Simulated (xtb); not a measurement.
Cl$_{2}$Hg, charge -1, doublet, from a rough starting geometry (GFN-xTB shapes and energies of metal compounds can be far from the true ones) (a state made from the parent by changing its charge; the spin is typed, not shown lowest); GFN2-xTB run with xtb.

xtb was given this input:
```
$ xtb mol.xyz --gfn 2 --chrg -1 --uhf 1 --opt vtight --json

# file mol.xyz
3

Hg     0.00402376     0.01357746    -0.02019516
Cl     1.67131574     0.40264515    -1.56072441
Cl    -1.66832259    -0.39062848     1.60042283
```

Problem. What does xtb print? Leave out banner, timings and long lists.

Solution. 
```
   ID    Z sym.   atoms
    1   80 Hg     1
    2   17 Cl     2, 3

           -------------------------------------------------
          |                Calculation Setup                |
           -------------------------------------------------

           -------------------------------------------------
          |                 G F N 2 - x T B                 |
           -------------------------------------------------

          ...................................................
          :                      SETUP                      :
          :.................................................:
          :  # basis functions                  24          :
          :  # atomic orbitals                  22          :
          :  # shells                            8          :
          :  # electrons                        17          :
          :  max. iterations                   250          :
          :  Hamiltonian                  GFN2-xTB          :
          :  restarted?                      false          :
          :  GBSA solvation                  false          :
          :  PC potential                    false          :
          :  electronic temp.          300.0000000     K    :
          :  accuracy                    1.0000000          :
          :  -> integral cutoff          0.2500000E+02      :
          :  -> integral neglect         0.1000000E-07      :
          :  -> SCF convergence          0.1000000E-05 Eh   :
          :  -> wf. convergence          0.1000000E-03 e    :
          :  Broyden damping             0.4000000          :
          :  net charge                         -1          :
          :  unpaired electrons                  1          :
          ...................................................

 iter      E             dE          RMSdq      gap      omega  full diag
   1    -10.1306693 -0.101307E+02  0.676E+00    4.50       0.0  T
   2    -10.1439428 -0.132735E-01  0.504E+00    4.38       1.0  T
   3    -10.1458834 -0.194061E-02  0.290E+00    4.24       1.0  T
   4    -10.1465641 -0.680663E-03  0.665E-01    4.23       1.0  T
   5    -10.1467376 -0.173534E-03  0.283E-01    4.24       1.0  T
   6    -10.1467437 -0.614311E-05  0.177E-01    4.24       1.0  T
   7    -10.1467651 -0.213656E-04  0.158E-02    4.25       3.7  T
   8    -10.1467651 -0.119190E-07  0.480E-03    4.25      12.0  T
   9    -10.1467651 -0.796689E-09  0.200E-03    4.25      28.9  T
  10    -10.1467651 -0.474877E-09  0.442E-04    4.25     130.5  T
  11    -10.1467651 -0.298787E-09  0.674E-05    4.25     856.1  T

   *** convergence criteria satisfied after 11 iterations ***

         :::::::::::::::::::::::::::::::::::::::::::::::::::::
         ::                     SUMMARY                     ::
         :::::::::::::::::::::::::::::::::::::::::::::::::::::
         :: total energy             -10.145042162351 Eh    ::
         :: gradient norm              0.094819603160 Eh/a0 ::
         :: HOMO-LUMO gap              4.248765257854 eV    ::
         ::.................................................::
         :: SCC energy               -10.146765415889 Eh    ::
         :: -> isotropic ES            0.113019565471 Eh    ::
         :: -> anisotropic ES          0.000173713052 Eh    ::
         :: -> anisotropic XC         -0.008902675351 Eh    ::
         :: -> dispersion             -0.002252829135 Eh    ::
         :: repulsion energy           0.001723253539 Eh    ::
         :: add. restraining           0.000000000000 Eh    ::
         :: total charge              -1.000000000000 e     ::
         :::::::::::::::::::::::::::::::::::::::::::::::::::::

      -----------------------------------------------------------
     |                   =====================                   |
     |                        A N C O P T                        |
     |                   =====================                   |
[...]
 * total energy  :   -10.2063894 Eh     change       -0.7296792E-04 Eh
 * total energy  :   -10.2064635 Eh     change       -0.7408264E-04 Eh
 * total energy  :   -10.2065379 Eh     change       -0.7436431E-04 Eh
 * total energy  :   -10.2071220 Eh     change       -0.5841661E-03 Eh
 * total energy  :   -10.2068184 Eh     change        0.3036537E-03 Eh
 * total energy  :   -10.2076434 Eh     change       -0.8249988E-03 Eh
 * total energy  :   -10.2076982 Eh     change       -0.5485666E-04 Eh
 * total energy  :   -10.2077074 Eh     change       -0.9181748E-05 Eh
 * total energy  :   -10.2077107 Eh     change       -0.3331721E-05 Eh
 * total energy  :   -10.2077110 Eh     change       -0.2383211E-06 Eh
 * total energy  :   -10.2077110 Eh     change        0.3442850E-08 Eh
 * total energy  :   -10.2077110 Eh     change       -0.4346170E-08 Eh
   *** GEOMETRY OPTIMIZATION CONVERGED AFTER 23 ITERATIONS ***
         :: total energy             -10.207710988076 Eh    ::
[...]

           -------------------------------------------------
          |                Property Printout                |
           -------------------------------------------------

    * Orbital Energies and Occupations

         #    Occupation            Energy/Eh            Energy/eV
      -------------------------------------------------------------
         1        2.0000           -0.8780817             -23.8938
         2        2.0000           -0.8764241             -23.8487
         3        2.0000           -0.3205579              -8.7228
         4        2.0000           -0.2618233              -7.1246
         5        2.0000           -0.2538637              -6.9080
         6        2.0000           -0.2527393              -6.8774
         7        2.0000           -0.2498114              -6.7977
         8        2.0000           -0.2493017              -6.7838
         9        1.0000           -0.2144300              -5.8349 (HOMO)
        10                          0.0348543               0.9484 (LUMO)
        11                          0.1088726               2.9626
        12                          0.2205547               6.0016
        13                          0.2229969               6.0681
        14                          0.2233200               6.0768
        15                          0.2236720               6.0864
        16                          0.2236893               6.0869
        17                          0.2242163               6.1012
        18                          0.2242252               6.1015
        19                          0.2246953               6.1143
        20                          0.2247410               6.1155
       ...                                ...                  ...
        22                          0.3124604               8.5025
      -------------------------------------------------------------
                  HL-Gap            0.2492843 Eh            6.7834 eV
             Fermi-level           -0.1607123 Eh           -4.3732 eV

     #   Z          covCN         q      C6AA      α(0)
     1  80 Hg       1.252     0.009   303.189    30.214
     2  17 Cl       0.626    -0.505   115.009    16.397
     3  17 Cl       0.626    -0.505   115.009    16.397

 Mol. C6AA /au·bohr⁶  :       1506.219717
 Mol. C8AA /au·bohr⁸  :      97713.278329
 Mol. α(0) /au        :         63.007464

Wiberg/Mayer (AO) data.
largest (>0.10) Wiberg bond orders for each atom

 ---------------------------------------------------------------------------
     #   Z sym  total        # sym  WBO       # sym  WBO       # sym  WBO
 ---------------------------------------------------------------------------
     1  80 Hg   0.995 --     2 Cl   0.497     3 Cl   0.497
     2  17 Cl   0.705 --     1 Hg   0.497     3 Cl   0.207
     3  17 Cl   0.705 --     1 Hg   0.497     2 Cl   0.207
 ---------------------------------------------------------------------------

Topologies differ in total number of bonds
Writing topology from bond orders to xtbtopo.mol

molecular dipole:
                 x           y           z       tot (Debye)
 q only:       -0.626       0.060      -0.632
   full:       -0.651       0.063      -0.657       2.356
molecular quadrupole (traceless):
                xx          xy          yy          xz          yz          zz
 q only:       -5.885      -4.124      10.862      16.204       4.113      -4.977
  q+dip:       -6.801      -4.746      12.553      18.631       4.749      -5.752
   full:       -7.377      -5.005      13.634      19.447       5.109      -6.257

optimized geometry written to: xtbopt.xyz

           -------------------------------------------------
          | TOTAL ENERGY              -10.207710988076 Eh   |
          | GRADIENT NORM               0.000001360959 Eh/α |
          | HOMO-LUMO GAP               6.783369945974 eV   |
           -------------------------------------------------

normal termination of xtb
```
